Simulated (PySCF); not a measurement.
BBrH₄N₂. Atoms are numbered in the order given.

```xyz
8

B      0.0000     0.0000    -0.9636
Br     0.0000     0.0000     0.9934
N      0.0000     1.2476    -1.6094
H      0.0000     2.1159    -1.0958
H      0.0000     1.3546    -2.6141
N      0.0000    -1.2476    -1.6094
H      0.0000    -1.3546    -2.6141
H      0.0000    -2.1159    -1.0958
```

Geometry optimised at PBE0-D3(BJ)/def2-SVP. This is a generated structure with no PubChem entry under its InChIKey; it may be hypothetical. The values are those of a single conformer.

The numbers are results of PySCF with B3LYP/def2-TZVP, not measurements.

ESP charges are fitted to the potential on shells at 1.4 to 2.0 van der Waals radii. Atomic charges (e):

| atom | IAO | Löwdin | ESP fit |
|---|---|---|---|
| B1 | 0.25 | -1.17 | 0.62 |
| Br2 | -0.14 | 0.41 | -0.23 |
| N3 | -0.61 | 0.02 | -1.02 |
| H4 | 0.28 | 0.18 | 0.39 |
| H5 | 0.27 | 0.18 | 0.43 |
| N6 | -0.61 | 0.02 | -1.02 |
| H7 | 0.27 | 0.18 | 0.43 |
| H8 | 0.28 | 0.18 | 0.39 |

**Question.** Give the Mayer and Wiberg (Löwdin basis) orders of the bonds. (The exact figures need the calculation; the answer reports its results.)

**Answer.** 
| bond | Mayer | Wiberg |
|---|---|---|
| B1–Br2 | 1.12 | 1.88 |
| B1–N3 | 1.31 | 1.82 |
| N3–H4 | 0.92 | 0.90 |
| N3–H5 | 0.92 | 0.90 |
| B1–N6 | 1.31 | 1.82 |
| N6–H7 | 0.92 | 0.90 |
| N6–H8 | 0.92 | 0.90 |
